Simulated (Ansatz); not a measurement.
## Telling isomers of FH3N3Si apart by their spectra

These gas-phase data were calculated for one isomer of FH3N3Si at PBE0-D3(BJ)/pcseg-1 (harmonic, unscaled wavenumbers; equilibrium rotational constants with average atomic masses):

| Quantity | Value |
| --- | --- |
| rotational constants | 6.058, 3.268, 2.37 GHz |
| all wavenumbers above 1500 cm⁻¹ | 3714, 3608, 2319, 1962, 1545 |
| dipole moment | 3.53 D (PBE0/def2-TZVPD) |

Candidates:

(1) `N[Si@]1(F)[N]N1`, a doublet
(2) `[N]=N[Si@H](N)F`, a doublet

**Question.** Assign the data to one candidate and say why.

**Answer.** Candidate (2). The band at 2319 cm⁻¹ lies where the Si–H stretch is expected; (1) has no mode between 2000 and 2380 cm⁻¹.

The same quantities for all candidates:

```tsv
	rotational constants (GHz)	wavenumbers above 1500 cm⁻¹	dipole (D)	E above the lowest, PBE0-D3(BJ)/pcseg-1 (kcal/mol)
(1)	6.422, 4.057, 2.951	3740, 3629, 3624, 1538	3.24	25.1
(2)	6.058, 3.268, 2.37	3714, 3608, 2319, 1962, 1545	3.53	0.0
```

Each candidate is one conformer. Open shells are spin-unrestricted. Programs: Ansatz 0.2.0.
